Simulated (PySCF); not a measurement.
H7AlGe2, SMILES [GeH3][AlH][GeH3], singlet at its B3LYP/def2-SVP optimised geometry (Å):

```
10

Al    -0.4201     0.9984     0.0000
Ge     2.0732     0.9984     0.0000
H      2.7026     2.4011    -0.1750
H      2.6269     0.4229     1.3289
H      2.6481     0.1008    -1.1244
Ge    -1.7318    -1.1225     0.0201
H     -2.7026    -1.2006    -1.1857
H     -0.8618    -2.4011    -0.0226
H     -2.6148    -1.2254     1.2900
H     -1.2162     2.3760     0.0000
```

Computed with PySCF 2.14.0 with B3LYP/def2-TZVP. Cells within 0.4 Å of a nucleus heavier than hydrogen are left out (blank, or x).

Map of the Laplacian of the electron density (e/bohr⁵), clipped to [-1.50, 1.50] on the plane z = 0.0 Å:

```
|5555555555555555555555555555555|
|5555555555555555555555555555555|
|5555555555555555555555555555555|
|5555555555555555555555555555555|
|5555555555555555555555555555555|
|5555555555555555555555555555555|
|5555555555555555555555555555555|
|5555555555544555555555545555555|
|5555555555500455555555404555555|
|5555555555543455555555444555555|
|5555555555545796544589955555555|
|55555555555599x954479x995555555|
|5555555555559xx964499xx95555555|
|55555555555599x954479x995555555|
|5555555555545796545589965555555|
|5555555555444455555555555555555|
|5555555557754455555555555555555|
|5555555599996555555555555555555|
|555555559xx99555555555555555555|
|555555559xx99555555555555555555|
|5555555579995555555555555555555|
|5555555555643455555555555555555|
|5555555555540155555555555555555|
|5555555555554455555555555555555|
|5555555555555555555555555555555|
|5555555555555555555555555555555|
|5555555555555555555555555555555|
|5555555555555555555555555555555|
|5555555555555555555555555555555|
|5555555555555555555555555555555|
|5555555555555555555555555555555|
```
Scale: ten equal steps from -1.50 (start of '0') to 1.50 (end of '9'), in the order '0123456789'; x runs from -5.00 to 5.00, y from -5.00 (bottom) to 5.00 (top).
